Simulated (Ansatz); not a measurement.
`[TeH]CI` + H–F → `FCI` + H₂Te at 400 K and 1 bar (substitution at a C–Te bond).

Isolated molecules relaxed with PBE0-D4/def2-TZVP in Ansatz; ΔE leaves out vibrations. CCSD(T)/CBS adds triple-zeta CCSD(T) − MP2 to the extrapolated MP2 energy (def2 sets, frozen cores). This one scheme is used for every species. Elements past krypton have def2 core potentials. For I, Te outer-core shells are correlated without core-valence functions, which leaves a few kJ/mol of doubt a bond.

```tsv
species	CCSD(T)/CBS energy (Eh)	H − E (kJ/mol)	S (J/(mol·K))
`[TeH]CI`	-605.00881	111.3	351.4
H–F	-100.39570	36.5	182.2
`FCI`	-436.46970	96.1	300.2
H₂Te	-268.91024	45.0	239.1
```

H − E and S are ideal-gas, rigid-rotor, harmonic terms from PBE0-D4/def2-TZVP, for one conformer and one mirror image of each species. 1 Eh = 2625.50 kJ/mol, R = 8.31446 J/(mol·K).

By hand: ΔE, ΔH, ΔS and ΔG.

ΔE = (-436.46970) + (-268.91024) − (-605.00881) − (-100.39570) = 0.02457 Eh = 64.5 kJ/mol. Δ(H − E) = 96.1 + 45.0 − 111.3 − 36.5 = -6.7, so ΔH = 57.8 kJ/mol. ΔS = 300.2 + 239.1 − 351.4 − 182.2 = 5.7 J/(mol·K). ΔG = 57.8 − 400 × (5.7)/1000 = 55.5 kJ/mol.

By hand: the equilibrium constant, and the temperature at which ΔG would vanish if ΔH and ΔS stayed fixed.

log₁₀ K = −ΔG/(RT ln 10) = -7.2. ΔG = 0 at ΔH/ΔS = 10140 K, far beyond where these terms or the molecules hold.

The number of gas molecules stays the same, so ΔS is small and ΔH decides. A doubt of 5 kJ/mol in ΔE shifts log₁₀ K by 0.7 here. Other conformers and mirror images would add mixing entropy, several J/(mol·K) or more a flexible species. These are equilibria of isolated gas molecules and say nothing of rates. Largest T1 diagnostic: 0.010 (customary marks: 0.02 for closed shells, 0.045 for open ones).
